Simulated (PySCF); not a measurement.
C₄H₁₁As, singlet, at a GFN2-xTB geometry of the parent state; CAMB3LYP/STO-3G (PySCF).

The PySCF input:
```python
from pyscf import gto, scf, dft

mol = gto.M(
    atom='''
C    -0.80984555    1.24450411    1.20870427
C    -0.90039950   -0.03396298    0.42999532
C    -0.88847495   -1.28716381    1.25161813
C    -1.87755039   -0.02436160   -0.70603324
As    1.07430019   -0.02712157   -0.55890041
H    -1.74251013    1.36912624    1.77017523
H    -0.71496318    2.12099298    0.56450648
H    -0.00385400    1.23021947    1.94539946
H    -0.81359940   -2.17832436    0.62641352
H    -1.82762908   -1.36585097    1.80581870
H    -0.07996495   -1.28614712    1.98501510
H    -1.79977806   -0.92831113   -1.31210083
H    -1.75402734    0.85399269   -1.34232098
H    -2.89544869    0.00568892   -0.30819521
H     1.10702891    1.39269227   -1.02032986
H     1.93046225    0.28683881    0.62362492
''',
    basis='sto-3g',
    verbose=4,
)

mf = dft.RKS(mol)
mf.xc = 'camb3lyp'
mf.kernel()
mf.analyze()
```

The log (banner, timings and long lists left out):

```
PySCF version 2.14.0

[INPUT] verbose = 4
[INPUT] num. atoms = 16
[INPUT] num. electrons = 68
[INPUT] charge = 0
[INPUT] spin (= nelec alpha-beta = 2S) = 0
[INPUT] symmetry False subgroup None
[INPUT] Mole.unit = angstrom
[INPUT] Symbol           X                Y                Z      unit          X                Y                Z       unit  Magmom
[...]
nuclear repulsion = 362.615154714434
number of shells = 31
number of NR pGTOs = 147
number of NR cGTOs = 49
basis = sto-3g
ecp = {}

******** <class 'pyscf.dft.rks.RKS'> ********
method = RKS
initial guess = minao
damping factor = 0
level_shift factor = 0
DIIS = <class 'pyscf.scf.diis.CDIIS'>
diis_start_cycle = 1
diis_space = 8
diis_damp = 0
SCF conv_tol = 1e-09
SCF conv_tol_grad = None
SCF max_cycles = 50
direct_scf = True
direct_scf_tol = 1e-13
XC library pyscf.dft.libxc version 7.1.2
    S. Lehtola, C. Steigemann, M. J. T. Oliveira, and M. A. L. Marques,  SoftwareX 7, 1–5 (2018)
XC functionals = camb3lyp
    T. Yanai, D. P. Tew, and N. C. Handy,  Chem. Phys. Lett. 393, 51 (2004)
radial grids:
    Treutler-Ahlrichs [JCP 102, 346 (1995); DOI:10.1063/1.469408] (M4) radial grids

becke partition: Becke, JCP 88, 2547 (1988); DOI:10.1063/1.454033
pruning grids: <function nwchem_prune>
grids dens level: 3
symmetrized grids: False
atomic radii adjust function: <function treutler_atomic_radii_adjust>
small_rho_cutoff = 0
Set gradient conv threshold to 3.16228e-05
Initial guess from minao.
tot grids = 184784
init E= -2365.22962586479
[...]
cycle= 1 E= -2367.54347136634  delta_E= -2.31  |g|= 0.515  |ddm|= 4.58
[...]
cycle= 2 E= -2367.64600533418  delta_E= -0.103  |g|= 0.325  |ddm|= 1.63
[...]
cycle= 3 E= -2367.68443629796  delta_E= -0.0384  |g|= 0.0758  |ddm|= 0.594
[...]
cycle= 4 E= -2367.68637395099  delta_E= -0.00194  |g|= 0.0139  |ddm|= 0.129
[...]
cycle= 5 E= -2367.6864465861  delta_E= -7.26e-05  |g|= 0.00149  |ddm|= 0.0252
[...]
cycle= 6 E= -2367.6864474738  delta_E= -8.88e-07  |g|= 0.000467  |ddm|= 0.00322
[...]
cycle= 7 E= -2367.68644755155  delta_E= -7.78e-08  |g|= 4.29e-05  |ddm|= 0.000794
[...]
cycle= 8 E= -2367.68644755286  delta_E= -1.3e-09  |g|= 6.8e-06  |ddm|= 0.000144
[...]
cycle= 9 E= -2367.68644755289  delta_E= -3.5e-11  |g|= 1.53e-06  |ddm|= 2.61e-05
[...]
Extra cycle  E= -2367.6864475529  delta_E= -6.82e-12  |g|= 8.52e-07  |ddm|= 3.97e-06
converged SCF energy = -2367.6864475529
**** SCF Summaries ****
Total Energy =                       -2367.686447552897789
Nuclear Repulsion Energy =             362.615154714433629
One-electron Energy =                -4031.507899867319793
Two-electron Energy =                 1301.206297599988375
Two-electron Coulomb Energy =         1410.876015105822262
DFT Exchange-Correlation Energy =     -109.669717505833901
HOMO-LUMO gap [eV] =                    10.725005340025319
**** MO energy ****
[...]
 ** Mulliken pop on meta-lowdin orthogonal AOs  **
 ** Mulliken pop  **
 ** Mulliken atomic charges  **
charge of    0C =     -0.15021
charge of    1C =     -0.00823
charge of    2C =     -0.14834
charge of    3C =     -0.14820
charge of    4As =      0.20341
charge of    5H =      0.04080
charge of    6H =      0.04785
charge of    7H =      0.04770
charge of    8H =      0.05244
charge of    9H =      0.04463
charge of   10H =      0.04823
charge of   11H =      0.05253
charge of   12H =      0.04822
charge of   13H =      0.04464
charge of   14H =     -0.08768
charge of   15H =     -0.08778
Dipole moment(X, Y, Z, Debye): -0.62869,  0.69879,  0.78531
```
